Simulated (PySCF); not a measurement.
## In²⁺ (indium, charge +2) across methods

[Kr] 4d10 5d1, 2D determinant (an excited configuration). All numbers are calculated (PySCF 2.14, a scalar-relativistic core potential, in aug-cc-pwCVTZ-PP with ECP28MDF).

```tsv
method	E (hartree)	mean ε 4d α (eV)	mean ε 4d β (eV)	mean ε 5d α (eV)	Σ⟨r²⟩ (bohr²)	⟨S²⟩
wB97X	-188.6734	-45.405	-45.379	-12.202	42.97	0.750
UHF	-187.84830	-49.577	-49.494	-11.783	44.23	0.750
PBE	-188.6344	-40.402	-40.352	-10.739	42.32	0.750
LDA	-188.2720	-40.600	-40.544	-10.553	42.26	0.750
BLYP	-188.5942	-40.242	-40.207	-10.660	42.17	0.750
PBE0	-188.6470	-42.974	-42.916	-11.086	42.59	0.750
HSE06	-188.6424	-42.548	-42.489	-10.748	42.60	0.750
r2SCAN	-188.7041	-40.864	-40.826	-10.639	42.20	0.750
```

(1) Estimate the same row for B97-3.

Energies and moments cover only the electrons outside the core potential. The outer electron is Rydberg-like, and this basis confines it to a smaller radius and binds it less than a complete one would.

Answers

(1) E (hartree) = -188.7030; mean ε 4d α (eV) = -43.113; mean ε 4d β (eV) = -43.073; mean ε 5d α (eV) = -11.083; Σ⟨r²⟩ (bohr²) = 42.59; ⟨S²⟩ = 0.750.
